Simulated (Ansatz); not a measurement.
The same molecule with X = V, Nb, Ta. Ansatz, PBE0-D4/def2-TZVP geometries, multiplicity 1. Each molecule was computed in one conformer, which needn't be the lowest.

Elements past krypton have def2 core potentials. Scalar relativity is left out up to krypton.

```
 X                  molecule  mean X–F bond length / Å  mean X–N bond length / Å  LUMO energy (B3LYP/def2-TZVPP) / eV  LUMO energy (ωB97M-V/def2-TZVPP) / eV  HOMO energy (PBE0/def2-TZVPP) / eV
Nb  `[NH]=[Nb]([F])([F])[F]`                     1.865                     1.730                                -1.94                                   0.57                               -8.89
Ta  `[NH]=[Ta]([F])([F])[F]`                     1.875                     1.752                                -1.35                                   0.71                               -8.57
```

Task: Give the row for X = V, `[NH]=[V]([F])([F])[F]`. (Estimate.)

Result: The calculation gave: 
| X | molecule | mean X–F bond length / Å | mean X–N bond length / Å | LUMO energy (B3LYP/def2-TZVPP) / eV | LUMO energy (ωB97M-V/def2-TZVPP) / eV | HOMO energy (PBE0/def2-TZVPP) / eV |
| --- | --- | --- | --- | --- | --- | --- |
| V | `[NH]=[V]([F])([F])[F]` | 1.724 | 1.591 | -3.59 | -0.94 | -9.62 |

From V to Ta the mean X–F bond length rises at each step, by 0.151 Å in all; the mean X–N bond length rises at each step, by 0.161 Å in all; the LUMO energy (B3LYP/def2-TZVPP) rises at each step, by 2.24 eV in all; the LUMO energy (ωB97M-V/def2-TZVPP) rises at each step, by 1.65 eV in all; the HOMO energy (PBE0/def2-TZVPP) rises at each step, by 1.05 eV in all.

B3LYP here is the variant with VWN-RPA as its local correlation; programs differ in this.
